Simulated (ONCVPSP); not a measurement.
mercury (Hg), ONCV: configuration errors across variants

Hg, optimised norm-conserving Vanderbilt (ONCV), made with ONCVPSP 4.0.1 (PBE, scalar-relativistic). Core [Xe] 4f14, reference 5d10 6s1.75 6p0.25. Waves: 6s: rc 2.00 bohr, ncon 4, nbas 8, qcut 2.9 1/bohr, 1 projector; 6p: rc 3.50 bohr, ncon 4, nbas 8, qcut 2.1 1/bohr, 2 projectors, debl 2.8 Ha; 5d: rc 1.50 bohr, ncon 4, nbas 8, qcut 7.2 1/bohr, 3 projectors, debl 1.2 Ha. Local part: polynomial inside 1.25 bohr (lpopt 5, dvloc0 3 Ha). Core correction: none.

All-electron excitation energies from the reference (eV): (1) 5d10 6s2 6p0 -1.456; (2) 5d10 6s1 6p0 9.232; (3) 5d10 6s1.5 6p0 2.901.

2 further variants failed, have other tests or too few solved ones, and are left out.

A true bound ghost makes a file unfit for plane-wave use even where its test errors are small: the radial tests pick states by their node count and pass the ghost by.

Errors AE − PS in meV (a dash: test not solved or not reliable):

| change | (1) | (2) | (3) | bound ghosts | GHOST(+) flags above zero |
| --- | --- | --- | --- | --- | --- |
| base | +1.0 | -4.5 | -1.7 | s | p |
| core correction Teter function, fcfact 5.5, rcfact 1.8 | -0.7 | -69 | -11 | s | p |
| d: nproj 1 | +1.0 | -4.4 | -1.7 | s | p |
| local potential polynomial inside 1.25 bohr (lpopt 5, dvloc0 -1.5 Ha) | +1.0 | -4.2 | -1.7 | s, p | none |
| local potential polynomial inside 1.45 bohr (lpopt 2, dvloc0 3 Ha) | +1.0 | -4.1 | -1.7 | none | s, p, d |

(1) Give the same row for: all radii scaled by about 1.21 (s 2.42, p 4.22, d 1.80 bohr); local potential polynomial inside 1.50 bohr (lpopt 5, dvloc0 3 Ha).

Answers

(1) +1.3, -5.9, -2.5; bound ghosts: s; GHOST(+) flags above zero: p.
